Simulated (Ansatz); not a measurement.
Geometry optimisation of `O[SiH2][CH2][SnH3]`.

```yaml
crystal:
  periodic: [false, false, false]
  atoms:
    - {symbol: O, position_ang: [-2.128967, 0.785845, -0.224751]}
    - {symbol: Si, position_ang: [-0.853110, 1.046962, 0.844026]}
    - {symbol: C, position_ang: [0.338361, -0.407729, 0.894606]}
    - {symbol: Sn, position_ang: [1.133038, -0.965865, -1.056772]}
    - {symbol: H, position_ang: [-1.893071, 0.749709, -1.167639]}
    - {symbol: H, position_ang: [-0.066008, 2.285026, 0.478437]}
    - {symbol: H, position_ang: [-1.515751, 1.248798, 2.176546]}
    - {symbol: H, position_ang: [1.209248, -0.170034, 1.542279]}
    - {symbol: H, position_ang: [-0.159876, -1.307496, 1.312665]}
    - {symbol: H, position_ang: [-0.173014, -1.351840, -2.127134]}
    - {symbol: H, position_ang: [2.010466, 0.367969, -1.723317]}
    - {symbol: H, position_ang: [2.175686, -2.336344, -0.915047]}
basis:
  gaussian: {orbitals: def2-TZVP}
hamiltonian: {xc: pbe0, dispersion: d4}
relax: {f_tol: 0.005, max_steps: 150}
```

```sh
$ ansatz run in.yaml --threads 4 --pin off --events-out ev --progress --plain --max-ram 10444MiB
```

Shortened log:

```
Functional definition: PBE0
mean field -16919.02254240 eV, -621.7626103079 hartree, gradient 5.3e-5 eV, S^2 0.000000; 0 other end points of the search recorded, 0 dependent functions left out
relax step   1: F+E_penalty+E_count = -16919.25042893 eV  Δ(F+E_penalty+E_count) = +0.000e0 eV  max|allowed force component| = 9.168e-1 eV/Å  Δτ_max = 0.0000 Å  (27 SCF iters, accepted)
mean field -16919.06752213 eV, -621.7642632825 hartree, gradient 1.4e-5 eV, S^2 0.000000; 0 other end points of the search recorded, 0 dependent functions left out
relax step   2: F+E_penalty+E_count = -16919.29775176 eV  Δ(F+E_penalty+E_count) = -4.732e-2 eV  max|allowed force component| = 4.963e-1 eV/Å  Δτ_max = 0.0584 Å  (31 SCF iters, accepted)
mean field -16919.07905385 eV, -621.7646870654 hartree, gradient 1.4e-5 eV, S^2 0.000000; 0 other end points of the search recorded, 0 dependent functions left out
relax step   3: F+E_penalty+E_count = -16919.30931159 eV  Δ(F+E_penalty+E_count) = -1.156e-2 eV  max|allowed force component| = 2.014e-1 eV/Å  Δτ_max = 0.0196 Å  (32 SCF iters, accepted)
mean field -16919.08002842 eV, -621.7647228802 hartree, gradient 1.4e-5 eV, S^2 0.000000; 0 other end points of the search recorded, 0 dependent functions left out
relax step   4: F+E_penalty+E_count = -16919.31038233 eV  Δ(F+E_penalty+E_count) = -1.071e-3 eV  max|allowed force component| = 1.908e-1 eV/Å  Δτ_max = 0.0321 Å  (31 SCF iters, accepted)
mean field -16919.08045320 eV, -621.7647384906 hartree, gradient 1.5e-5 eV, S^2 0.000000; 0 other end points of the search recorded, 0 dependent functions left out
relax step   5: F+E_penalty+E_count = -16919.31084187 eV  Δ(F+E_penalty+E_count) = -4.595e-4 eV  max|allowed force component| = 2.636e-1 eV/Å  Δτ_max = 0.1056 Å  (30 SCF iters, accepted)
mean field -16919.08583431 eV, -621.7649362427 hartree, gradient 1.4e-5 eV, S^2 0.000000; 0 other end points of the search recorded, 0 dependent functions left out
relax step   6: F+E_penalty+E_count = -16919.31641683 eV  Δ(F+E_penalty+E_count) = -5.575e-3 eV  max|allowed force component| = 3.236e-2 eV/Å  Δτ_max = 0.1065 Å  (29 SCF iters, accepted)
mean field -16919.08727683 eV, -621.7649892542 hartree, gradient 1.5e-5 eV, S^2 0.000000; 0 other end points of the search recorded, 0 dependent functions left out
relax step   7: F+E_penalty+E_count = -16919.31786364 eV  Δ(F+E_penalty+E_count) = -1.447e-3 eV  max|allowed force component| = 7.864e-2 eV/Å  Δτ_max = 0.1528 Å  (29 SCF iters, accepted)
mean field -16919.08777622 eV, -621.7650076064 hartree, gradient 1.4e-5 eV, S^2 0.000000; 0 other end points of the search recorded, 0 dependent functions left out
relax step   8: F+E_penalty+E_count = -16919.31804902 eV  Δ(F+E_penalty+E_count) = -1.854e-4 eV  max|allowed force component| = 1.652e-1 eV/Å  Δτ_max = 0.0711 Å  (31 SCF iters, accepted)
mean field -16919.09103088 eV, -621.7651272129 hartree, gradient 1.4e-5 eV, S^2 0.000000; 0 other end points of the search recorded, 0 dependent functions left out
relax step   9: F+E_penalty+E_count = -16919.32130354 eV  Δ(F+E_penalty+E_count) = -3.255e-3 eV  max|allowed force component| = 2.649e-2 eV/Å  Δτ_max = 0.0600 Å  (31 SCF iters, accepted)
mean field -16919.09065555 eV, -621.7651134200 hartree, gradient 1.4e-5 eV, S^2 0.000000; 0 other end points of the search recorded, 0 dependent functions left out
relax step  10: F+E_penalty+E_count = -16919.32113846 eV  Δ(F+E_penalty+E_count) = +1.651e-4 eV  max|allowed force component| = 1.130e-1 eV/Å  Δτ_max = 0.0175 Å  (32 SCF iters, rejected (line search))
mean field -16919.09116537 eV, -621.7651321555 hartree, gradient 1.4e-5 eV, S^2 0.000000; 0 other end points of the search recorded, 0 dependent functions left out
relax step  11: F+E_penalty+E_count = -16919.32156100 eV  Δ(F+E_penalty+E_count) = -2.575e-4 eV  max|allowed force component| = 2.466e-2 eV/Å  Δτ_max = 0.0085 Å  (33 SCF iters, accepted)
mean field -16919.09114368 eV, -621.7651313585 hartree, gradient 1.4e-5 eV, S^2 0.000000; 0 other end points of the search recorded, 0 dependent functions left out
relax step  12: F+E_penalty+E_count = -16919.32159678 eV  Δ(F+E_penalty+E_count) = -3.578e-5 eV  max|allowed force component| = 2.506e-2 eV/Å  Δτ_max = 0.0042 Å  (32 SCF iters, accepted)
mean field -16919.09168736 eV, -621.7651513383 hartree, gradient 1.4e-5 eV, S^2 0.000000; 0 other end points of the search recorded, 0 dependent functions left out
relax step  13: F+E_penalty+E_count = -16919.32232813 eV  Δ(F+E_penalty+E_count) = -7.313e-4 eV  max|allowed force component| = 3.291e-2 eV/Å  Δτ_max = 0.0533 Å  (30 SCF iters, accepted)
mean field -16919.09039881 eV, -621.7651039850 hartree, gradient 1.6e-5 eV, S^2 0.000000; 0 other end points of the search recorded, 0 dependent functions left out
relax step  14: F+E_penalty+E_count = -16919.32133688 eV  Δ(F+E_penalty+E_count) = +9.913e-4 eV  max|allowed force component| = 1.373e-1 eV/Å  Δτ_max = 0.1931 Å  (28 SCF iters, rejected (line search))
mean field -16919.09221884 eV, -621.7651708699 hartree, gradient 1.4e-5 eV, S^2 0.000000; 0 other end points of the search recorded, 0 dependent functions left out
relax step  15: F+E_penalty+E_count = -16919.32290284 eV  Δ(F+E_penalty+E_count) = -5.747e-4 eV  max|allowed force component| = 6.000e-2 eV/Å  Δτ_max = 0.0942 Å  (30 SCF iters, accepted)
mean field -16919.09176917 eV, -621.7651543447 hartree, gradient 1.4e-5 eV, S^2 0.000000; 0 other end points of the search recorded, 0 dependent functions left out
relax step  16: F+E_penalty+E_count = -16919.32272903 eV  Δ(F+E_penalty+E_count) = +1.738e-4 eV  max|allowed force component| = 9.245e-2 eV/Å  Δτ_max = 0.0970 Å  (30 SCF iters, rejected (line search))
mean field -16919.09284605 eV, -621.7651939194 hartree, gradient 1.4e-5 eV, S^2 0.000000; 0 other end points of the search recorded, 0 dependent functions left out
relax step  17: F+E_penalty+E_count = -16919.32370914 eV  Δ(F+E_penalty+E_count) = -8.063e-4 eV  max|allowed force component| = 2.201e-2 eV/Å  Δτ_max = 0.0389 Å  (31 SCF iters, accepted)
mean field -16919.09290194 eV, -621.7651959731 hartree, gradient 1.4e-5 eV, S^2 0.000000; 0 other end points of the search recorded, 0 dependent functions left out
relax step  18: F+E_penalty+E_count = -16919.32382513 eV  Δ(F+E_penalty+E_count) = -1.160e-4 eV  max|allowed force component| = 3.665e-2 eV/Å  Δτ_max = 0.0339 Å  (31 SCF iters, accepted)
mean field -16919.09299859 eV, -621.7651995251 hartree, gradient 1.4e-5 eV, S^2 0.000000; 0 other end points of the search recorded, 0 dependent functions left out
relax step  19: F+E_penalty+E_count = -16919.32393348 eV  Δ(F+E_penalty+E_count) = -1.084e-4 eV  max|allowed force component| = 3.252e-2 eV/Å  Δτ_max = 0.0161 Å  (32 SCF iters, accepted)
mean field -16919.09315610 eV, -621.7652053133 hartree, gradient 1.4e-5 eV, S^2 0.000000; 0 other end points of the search recorded, 0 dependent functions left out
relax step  20: F+E_penalty+E_count = -16919.32411898 eV  Δ(F+E_penalty+E_count) = -1.855e-4 eV  max|allowed force component| = 1.261e-2 eV/Å  Δτ_max = 0.0255 Å  (31 SCF iters, accepted)
mean field -16919.09318486 eV, -621.7652063704 hartree, gradient 1.4e-5 eV, S^2 0.000000; 0 other end points of the search recorded, 0 dependent functions left out
relax step  21: F+E_penalty+E_count = -16919.32419256 eV  Δ(F+E_penalty+E_count) = -7.357e-5 eV  max|allowed force component| = 1.465e-2 eV/Å  Δτ_max = 0.0248 Å  (31 SCF iters, accepted)
mean field -16919.09318258 eV, -621.7652062865 hartree, gradient 1.4e-5 eV, S^2 0.000000; 0 other end points of the search recorded, 0 dependent functions left out
relax step  22: F+E_penalty+E_count = -16919.32421786 eV  Δ(F+E_penalty+E_count) = -2.530e-5 eV  max|allowed force component| = 1.260e-2 eV/Å  Δτ_max = 0.0155 Å  (31 SCF iters, accepted)
mean field -16919.09318231 eV, -621.7652062767 hartree, gradient 1.4e-5 eV, S^2 0.000000; 0 other end points of the search recorded, 0 dependent functions left out
relax step  23: F+E_penalty+E_count = -16919.32423138 eV  Δ(F+E_penalty+E_count) = -1.353e-5 eV  max|allowed force component| = 9.882e-3 eV/Å  Δτ_max = 0.0112 Å  (32 SCF iters, accepted)
mean field -16919.09317973 eV, -621.7652061818 hartree, gradient 1.4e-5 eV, S^2 0.000000; 0 other end points of the search recorded, 0 dependent functions left out
relax step  24: F+E_penalty+E_count = -16919.32424053 eV  Δ(F+E_penalty+E_count) = -9.145e-6 eV  max|allowed force component| = 6.409e-3 eV/Å  Δτ_max = 0.0094 Å  (32 SCF iters, accepted)
mean field -16919.09319726 eV, -621.7652068259 hartree, gradient 9.9e-6 eV, S^2 0.000000; 0 other end points of the search recorded, 0 dependent functions left out
relax step  25: F+E_penalty+E_count = -16919.32424895 eV  Δ(F+E_penalty+E_count) = -8.421e-6 eV  max|allowed force component| = 4.712e-3 eV/Å  Δτ_max = 0.0026 Å  (24 SCF iters, accepted)
mean field -16919.09319726 eV, -621.7652068259 hartree, gradient 1.4e-5 eV, S^2 0.000000; 1 other end points of the search recorded, 0 dependent functions left out
Total energy: -16919.32429091 eV, -621.7736993611 hartree
Atom 0 at    -2.186247     0.510909    -0.109260 Å, force     0.002256    -0.002422    -0.000230 eV/Å
Atom 1 at    -0.898795     0.997369     0.800507 Å, force    -0.003478     0.000677    -0.001045 eV/Å
Atom 2 at     0.411888    -0.317527     0.896238 Å, force     0.001971     0.001962    -0.004712 eV/Å
Atom 3 at     1.171736    -0.875962    -1.034230 Å, force     0.001554    -0.001414     0.001458 eV/Å
Atom 4 at    -2.024247     0.330367    -1.036885 Å, force    -0.001664     0.001678    -0.000114 eV/Å
Atom 5 at    -0.278207     2.229352     0.230822 Å, force     0.001418     0.001618    -0.000416 eV/Å
Atom 6 at    -1.473709     1.306679     2.132828 Å, force    -0.000936     0.000283     0.001592 eV/Å
Atom 7 at     1.261035     0.032973     1.490181 Å, force     0.000642    -0.001857     0.001252 eV/Å
Atom 8 at     0.016036    -1.218027     1.372531 Å, force    -0.000326    -0.001650     0.003294 eV/Å
Atom 9 at    -0.041156    -0.594464    -2.215118 Å, force    -0.001279     0.000507    -0.001085 eV/Å
Atom 10 at     2.533598     0.074440    -1.425637 Å, force    -0.000223    -0.000092    -0.000133 eV/Å
Atom 11 at     1.585070    -2.531109    -1.068078 Å, force     0.000067     0.000709     0.000141 eV/Å
Dipole moment:     0.274043    -0.138313    -0.063999 e Å
```

Hardware: 4 threads of an Intel Xeon Platinum 8488C on a shared host. Wall time 73 s, peak host memory 0.59 GiB.
